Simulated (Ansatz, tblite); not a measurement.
Cost and result up the ladder for InH2(SiH3) (InSiH5) (7 atoms). The state is a singlet with charge 0. Geometry: PBE-D4/def2-TZVP.

```xyz
7

In    0.6115    0.8235   -1.0319
H     1.3059    0.1035   -2.4585
H     0.6271    2.5609   -0.9023
Si   -0.4500   -0.6413    0.8162
H    -0.3787   -0.0007    2.1683
H     0.1858   -1.9943    0.9107
H    -1.9017   -0.8515    0.4974
```

Ansatz on 4 threads of Arm Neoverse V2 on a shared host; xTB runs through tblite on one thread. Times are rough, summed over both states, and most runs start from the orbitals of an earlier one. CCSD(T)/def2-TZVPP serves as the yardstick here, not as an exact answer. The other state is a doublet.

In the def2 sets In takes a core potential; there is no spin–orbit coupling. The xTB rows come from tblite. Correlated methods freeze 9 core orbitals; core or outer-core shells of In are correlated, in sets that lack core-valence functions.

Correlated methods converge slowly with the basis.

Raw xTB energies of ions are shifted by several eV.

```
              level  functions  wall time
           GFN2-xTB         23    0.004 s
           GFN1-xTB         28    0.006 s
   PBE-D4/def2-TZVP        117      1.6 s
  PBE0-D4/def2-TZVP        117      2.9 s
r2SCAN-D4/def2-TZVP        117      3.3 s
 CCSD(T)/def2-TZVPP        162       49 s
```

(1) Estimate what each level gives for the vertical IE (eV).

## Answers

(1) 
```tsv
level	vertical IE (eV)	difference from CCSD(T)/def2-TZVPP (eV)
GFN2-xTB	12.69	3.25
GFN1-xTB	12.94	3.50
PBE-D4/def2-TZVP	9.21	-0.23
PBE0-D4/def2-TZVP	9.36	-0.08
r2SCAN-D4/def2-TZVP	9.27	-0.17
CCSD(T)/def2-TZVPP	9.44	0.00
```
